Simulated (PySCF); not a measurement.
H7GaOSi2, singlet, geometry from GFN2-xTB (such geometries of metal compounds can be far from the true shape); CASSCF(6,6)/STO-3G (PySCF).

PySCF was given this input:
```python
from pyscf import gto, scf, mcscf
import numpy

mol = gto.M(
    atom='''
Ga   -0.09529646   -0.08352666    0.00926552
O    -1.40075899   -1.22393054    0.13572341
H    -2.11202858   -1.85101062    0.20985356
Si   -0.88097879    1.78198776   -1.35315728
H     0.14591991    2.81885584   -1.59064465
H    -2.02745199    2.47815180   -0.73063981
H    -1.33005089    1.33782952   -2.68991878
Si    1.79499183   -0.98261383    1.26432492
H     2.98705205   -0.10824214    1.25205779
H     2.24018099   -2.28811249    0.73152945
H     1.46045815   -1.19793608    2.68839692
''',
    basis='sto-3g',
    verbose=4,
)

mf = scf.RHF(mol)
mf.kernel()
mc = mcscf.CASSCF(mf, 6, 6)
mc.fix_spin_(ss=0.0)
mc.kernel()
occ = numpy.linalg.eigvalsh(mc.fcisolver.make_rdm1(mc.ci, mc.ncas, mc.nelecas))[::-1]
ss = mc.fcisolver.spin_square(mc.ci, mc.ncas, mc.nelecas)[0]
print('natural occupations', occ.round(4), ' <S^2>', round(ss, 4))
```

Q: Write the output that PySCF gives for this input, abridged.

A: 
```
PySCF version 2.14.0

[INPUT] verbose = 4
[INPUT] num. atoms = 11
[INPUT] num. electrons = 74
[INPUT] charge = 0
[INPUT] spin (= nelec alpha-beta = 2S) = 0
[INPUT] symmetry False subgroup None
[INPUT] Mole.unit = angstrom
[INPUT] Symbol           X                Y                Z      unit          X                Y                Z       unit  Magmom
[...]
nuclear repulsion = 412.257099818325
number of shells = 28
number of NR pGTOs = 144
number of NR cGTOs = 48
basis = sto-3g
ecp = {}

******** <class 'pyscf.scf.hf.RHF'> ********
method = RHF
initial guess = minao
damping factor = 0
level_shift factor = 0
DIIS = <class 'pyscf.scf.diis.CDIIS'>
diis_start_cycle = 1
diis_space = 8
diis_damp = 0
SCF conv_tol = 1e-09
SCF conv_tol_grad = None
SCF max_cycles = 50
direct_scf = True
direct_scf_tol = 1e-13
Set gradient conv threshold to 3.16228e-05
Initial guess from minao.
init E= -2546.94624366198
[...]
cycle= 1 E= -2549.78584705864  delta_E= -2.84  |g|= 0.66  |ddm|= 3.43
[...]
cycle= 2 E= -2549.98898092669  delta_E= -0.203  |g|= 0.209  |ddm|= 1.64
[...]
cycle= 3 E= -2550.0043966318  delta_E= -0.0154  |g|= 0.049  |ddm|= 0.373
[...]
cycle= 4 E= -2550.00568116617  delta_E= -0.00128  |g|= 0.0162  |ddm|=  0.1
[...]
cycle= 5 E= -2550.00601622059  delta_E= -0.000335  |g|= 0.0079  |ddm|= 0.0626
[...]
cycle= 6 E= -2550.00615354606  delta_E= -0.000137  |g|= 0.00469  |ddm|= 0.0435
[...]
cycle= 7 E= -2550.00623570814  delta_E= -8.22e-05  |g|= 0.00263  |ddm|= 0.0445
[...]
cycle= 8 E= -2550.00626563527  delta_E= -2.99e-05  |g|= 0.00161  |ddm|= 0.0253
[...]
cycle= 9 E= -2550.00628193006  delta_E= -1.63e-05  |g|= 0.000678  |ddm|= 0.0279
[...]
cycle= 10 E= -2550.00628324648  delta_E= -1.32e-06  |g|= 0.00019  |ddm|= 0.00782
[...]
cycle= 11 E= -2550.00628333476  delta_E= -8.83e-08  |g|= 7.8e-05  |ddm|= 0.00188
[...]
cycle= 12 E= -2550.00628334672  delta_E= -1.2e-08  |g|= 1.88e-05  |ddm|= 0.000616
[...]
cycle= 13 E= -2550.00628334727  delta_E= -5.54e-10  |g|= 8.32e-06  |ddm|= 0.000101
[...]
Extra cycle  E= -2550.00628334736  delta_E= -9.09e-11  |g|= 5.85e-06  |ddm|= 2.68e-05
converged SCF energy = -2550.00628334736

******** <class 'pyscf.mcscf.mc1step.CASSCF'> ********
CAS (3e+3e, 6o), ncore = 34, nvir = 8
max_cycle_macro = 50
max_cycle_micro = 4
conv_tol = 1e-07
conv_tol_grad = None
orbital rotation max_stepsize = 0.02
orbital rotation threshold for CI restart = 0.01
augmented hessian ah_max_cycle = 30
augmented hessian ah_conv_tol = 1e-12
augmented hessian ah_linear dependence = 1e-14
augmented hessian ah_level shift = 1e-08
augmented hessian ah_start_tol = 2.5
augmented hessian ah_start_cycle = 3
augmented hessian ah_grad_trust_region = 3
kf_trust_region = 3
kf_interval = 4
ci_response_space = 4
ci_grad_trust_region = 3
with_dep4 0
natorb = False
canonicalization = True
sorting_mo_energy = False
ao2mo_level = 2
internal_rotation = False
******** <class 'pyscf.fci.addons.SpinPenaltyFCISolver'> ********
max. cycles = 50
conv_tol = 1e-08
davidson only = True
linear dependence = 1e-12
level shift = 0.001
max iter space = 12
nroots = 1
pspace_size = 400
spin = None
CASCI E = -2550.03201633746  S^2 = 0.0000000
Set conv_tol_grad to 0.000316228
macro iter   1 ( 21 JK    4 micro), CASSCF E = -2550.08557577634  dE = -5.35594389e-02  S^2 = 0.0000000
               |grad[o]|= 0.35  |grad[c]|=0.0531  |ddm|=0.0335  |maxRot[o]|=0.184
macro iter   2 ( 21 JK    4 micro), CASSCF E = -2550.08729025688  dE = -1.71448054e-03  S^2 = 0.0000000
               |grad[o]|=0.0781  |grad[c]|=0.00815  |ddm|=0.00323  |maxRot[o]|=0.0798
macro iter   3 ( 21 JK    4 micro), CASSCF E = -2550.08790738167  dE = -6.17124788e-04  S^2 = 0.0000000
               |grad[o]|=0.0479  |grad[c]|=0.00758  |ddm|=0.00353  |maxRot[o]|=0.0509
macro iter   4 ( 21 JK    4 micro), CASSCF E = -2550.08882266641  dE = -9.15284745e-04  S^2 = 0.0000000
               |grad[o]|=0.0334  |grad[c]|=0.0141  |ddm|=0.0138  |maxRot[o]|=0.0995
macro iter   5 ( 21 JK    4 micro), CASSCF E = -2550.09009470440  dE = -1.27203799e-03  S^2 = 0.0000000
               |grad[o]|=0.0268  |grad[c]|=0.00661  |ddm|=0.00582  |maxRot[o]|=0.159
macro iter   6 ( 21 JK    4 micro), CASSCF E = -2550.09225769896  dE = -2.16299456e-03  S^2 = 0.0000000
               |grad[o]|=0.0236  |grad[c]|=0.00734  |ddm|=0.00517  |maxRot[o]|=0.159
macro iter   7 ( 21 JK    4 micro), CASSCF E = -2550.09279069271  dE = -5.32993745e-04  S^2 = 0.0000000
               |grad[o]|=0.0207  |grad[c]|=0.0145  |ddm|=0.00754  |maxRot[o]|=0.0687
macro iter   8 ( 21 JK    4 micro), CASSCF E = -2550.09334983916  dE = -5.59146459e-04  S^2 = 0.0000000
               |grad[o]|=0.0154  |grad[c]|=0.0131  |ddm|=0.00873  |maxRot[o]|=0.0662
macro iter   9 ( 21 JK    4 micro), CASSCF E = -2550.09437632910  dE = -1.02648994e-03  S^2 = 0.0000000
               |grad[o]|=0.0126  |grad[c]|=0.00454  |ddm|=0.00953  |maxRot[o]|=0.0627
macro iter  10 ( 21 JK    4 micro), CASSCF E = -2550.09572646587  dE = -1.35013676e-03  S^2 = 0.0000000
               |grad[o]|=0.0127  |grad[c]|=0.00378  |ddm|= 0.12  |maxRot[o]|=0.0782
macro iter  11 ( 21 JK    4 micro), CASSCF E = -2550.09635445576  dE = -6.27989893e-04  S^2 = 0.0000000
               |grad[o]|=0.012  |grad[c]|=0.00582  |ddm|=0.0345  |maxRot[o]|=0.0462
macro iter  12 ( 21 JK    4 micro), CASSCF E = -2550.09698940118  dE = -6.34945423e-04  S^2 = 0.0000000
               |grad[o]|=0.0105  |grad[c]|=0.00213  |ddm|=0.0994  |maxRot[o]|=0.0751
macro iter  13 (  7 JK    2 micro), CASSCF E = -2550.09741952716  dE = -4.30125972e-04  S^2 = 0.0000000
               |grad[o]|=0.0109  |grad[c]|=0.0204  |ddm|=0.125  |maxRot[o]|=0.0693
macro iter  14 ( 21 JK    4 micro), CASSCF E = -2550.09742872913  dE = -9.20197817e-06  S^2 = 0.0000000
               |grad[o]|=0.00709  |grad[c]|=0.00824  |ddm|=0.0541  |maxRot[o]|=0.098
macro iter  15 ( 21 JK    4 micro), CASSCF E = -2550.09749272511  dE = -6.39959771e-05  S^2 = 0.0000000
[...]
               |grad[o]|=0.00223  |grad[c]|=0.00462  |ddm|=0.0026  |maxRot[o]|=0.0264
macro iter  22 (  7 JK    2 micro), CASSCF E = -2550.09782784174  dE = -7.11451657e-05  S^2 = 0.0000000
               |grad[o]|=0.00209  |grad[c]|=0.007  |ddm|=0.00481  |maxRot[o]|=0.0601
macro iter  23 (  7 JK    2 micro), CASSCF E = -2550.09795389902  dE = -1.26057278e-04  S^2 = 0.0000000
               |grad[o]|=0.00189  |grad[c]|=0.00556  |ddm|=0.00467  |maxRot[o]|=0.0648
macro iter  24 (  7 JK    2 micro), CASSCF E = -2550.09810941848  dE = -1.55519466e-04  S^2 = 0.0000000
               |grad[o]|=0.00182  |grad[c]|=0.00219  |ddm|=0.00485  |maxRot[o]|=0.0673
macro iter  25 (  7 JK    2 micro), CASSCF E = -2550.09830492402  dE = -1.95505534e-04  S^2 = 0.0000000
               |grad[o]|=0.00194  |grad[c]|=0.00115  |ddm|=0.00533  |maxRot[o]|=0.0686
macro iter  26 (  7 JK    2 micro), CASSCF E = -2550.09856788318  dE = -2.62959165e-04  S^2 = 0.0000000
               |grad[o]|=0.0022  |grad[c]|=0.00221  |ddm|=0.006  |maxRot[o]|=0.0692
macro iter  27 (  7 JK    2 micro), CASSCF E = -2550.09894939778  dE = -3.81514594e-04  S^2 = 0.0000000
               |grad[o]|=0.00261  |grad[c]|=0.00338  |ddm|=0.0072  |maxRot[o]|=0.0695
macro iter  28 (  7 JK    2 micro), CASSCF E = -2550.09945167468  dE = -5.02276907e-04  S^2 = 0.0000000
               |grad[o]|=0.00326  |grad[c]|=0.00316  |ddm|=0.0072  |maxRot[o]|=0.0697
macro iter  29 (  7 JK    2 micro), CASSCF E = -2550.09999335638  dE = -5.41681696e-04  S^2 = 0.0000000
               |grad[o]|=0.00406  |grad[c]|=0.00203  |ddm|=0.00576  |maxRot[o]|=0.0698
macro iter  30 ( 21 JK    4 micro), CASSCF E = -2550.10138938128  dE = -1.39602490e-03  S^2 = 0.0000000
               |grad[o]|=0.00487  |grad[c]|=0.0131  |ddm|=0.0181  |maxRot[o]|=0.221
macro iter  31 (  7 JK    2 micro), CASSCF E = -2550.10239836011  dE = -1.00897883e-03  S^2 = 0.0000000
               |grad[o]|=0.00616  |grad[c]|=0.00173  |ddm|=0.00901  |maxRot[o]|=0.0699
macro iter  32 ( 21 JK    4 micro), CASSCF E = -2550.10258243773  dE = -1.84077614e-04  S^2 = 0.0000000
               |grad[o]|=0.00638  |grad[c]|=0.0115  |ddm|=0.00655  |maxRot[o]|=0.0871
macro iter  33 (  7 JK    2 micro), CASSCF E = -2550.10357532375  dE = -9.92886028e-04  S^2 = 0.0000000
               |grad[o]|=0.0057  |grad[c]|=0.00154  |ddm|=0.0122  |maxRot[o]|=0.0699
macro iter  34 (  7 JK    2 micro), CASSCF E = -2550.10436082166  dE = -7.85497903e-04  S^2 = 0.0000000
               |grad[o]|=0.00549  |grad[c]|=0.0022  |ddm|=0.00836  |maxRot[o]|=0.0699
macro iter  35 ( 21 JK    4 micro), CASSCF E = -2550.10540593408  dE = -1.04511243e-03  S^2 = 0.0000000
               |grad[o]|=0.00501  |grad[c]|=0.00886  |ddm|=0.00863  |maxRot[o]|= 0.18
macro iter  36 ( 21 JK    4 micro), CASSCF E = -2550.10606963684  dE = -6.63702762e-04  S^2 = 0.0000000
               |grad[o]|=0.00373  |grad[c]|=0.00738  |ddm|=0.0142  |maxRot[o]|=0.204
macro iter  37 ( 21 JK    4 micro), CASSCF E = -2550.10815710450  dE = -2.08746766e-03  S^2 = 0.0000000
               |grad[o]|=0.00317  |grad[c]|=0.022  |ddm|=0.0319  |maxRot[o]|=0.313
macro iter  38 ( 21 JK    4 micro), CASSCF E = -2550.10992912989  dE = -1.77202539e-03  S^2 = 0.0000000
               |grad[o]|=0.00648  |grad[c]|=0.0188  |ddm|=0.0185  |maxRot[o]|=0.211
macro iter  39 ( 17 JK    4 micro), CASSCF E = -2550.11183120759  dE = -1.90207770e-03  S^2 = 0.0000000
               |grad[o]|=0.00841  |grad[c]|=0.0185  |ddm|=0.0233  |maxRot[o]|=0.227
macro iter  40 ( 21 JK    4 micro), CASSCF E = -2550.11200880333  dE = -1.77595739e-04  S^2 = 0.0000000
               |grad[o]|=0.00725  |grad[c]|=0.00673  |ddm|=0.00731  |maxRot[o]|=0.0352
macro iter  41 ( 21 JK    4 micro), CASSCF E = -2550.11218857772  dE = -1.79774397e-04  S^2 = 0.0000000
               |grad[o]|=0.00587  |grad[c]|=0.00725  |ddm|=0.0387  |maxRot[o]|=0.101
macro iter  42 ( 21 JK    4 micro), CASSCF E = -2550.11237009427  dE = -1.81516544e-04  S^2 = 0.0000000
               |grad[o]|=0.0057  |grad[c]|=0.00745  |ddm|=0.0392  |maxRot[o]|=0.0966
macro iter  43 ( 21 JK    4 micro), CASSCF E = -2550.11250894863  dE = -1.38854364e-04  S^2 = 0.0000000
               |grad[o]|=0.00569  |grad[c]|=0.00744  |ddm|=0.0331  |maxRot[o]|=0.0876
macro iter  44 ( 21 JK    4 micro), CASSCF E = -2550.11264391255  dE = -1.34963922e-04  S^2 = 0.0000000
               |grad[o]|=0.00551  |grad[c]|=0.00748  |ddm|=0.0272  |maxRot[o]|=0.0816
macro iter  45 ( 21 JK    4 micro), CASSCF E = -2550.11274127971  dE = -9.73671595e-05  S^2 = 0.0000000
               |grad[o]|=0.00544  |grad[c]|=0.00755  |ddm|=0.021  |maxRot[o]|=0.0745
macro iter  46 ( 21 JK    4 micro), CASSCF E = -2550.11283126751  dE = -8.99878005e-05  S^2 = 0.0000000
               |grad[o]|=0.00533  |grad[c]|=0.00762  |ddm|=0.0158  |maxRot[o]|=0.0666
macro iter  47 ( 21 JK    4 micro), CASSCF E = -2550.11289475641  dE = -6.34888970e-05  S^2 = 0.0000000
               |grad[o]|=0.00527  |grad[c]|=0.00775  |ddm|=0.0128  |maxRot[o]|=0.0611
macro iter  48 ( 21 JK    4 micro), CASSCF E = -2550.11294854558  dE = -5.37891697e-05  S^2 = 0.0000000
               |grad[o]|=0.0052  |grad[c]|=0.00775  |ddm|=0.0091  |maxRot[o]|=0.0511
macro iter  49 ( 21 JK    4 micro), CASSCF E = -2550.11298719198  dE = -3.86463998e-05  S^2 = 0.0000000
               |grad[o]|=0.00514  |grad[c]|=0.00787  |ddm|=0.00846  |maxRot[o]|=0.0486
macro iter  50 ( 21 JK    4 micro), CASSCF E = -2550.11301679867  dE = -2.96066919e-05  S^2 = 0.0000000
               |grad[o]|=0.00509  |grad[c]|=0.0079  |ddm|=0.0061  |maxRot[o]|=0.0379
1-step CASSCF not converged,  50 macro (856 JK 174 micro) steps
CASSCF canonicalization
Density matrix diagonal elements [1.91258842 1.97863374 1.02666444 0.98526749 0.05791829 0.03892762]
CASSCF energy = -2550.11301679867
CASCI E = -2550.11301679867  E(CI) = -8.38269603511480  S^2 = 0.0000000
natural occupations [1.9829 1.9809 1.1673 0.8327 0.0188 0.0174]  <S^2> 0.0
```

The run did not converge; its last values are not results.
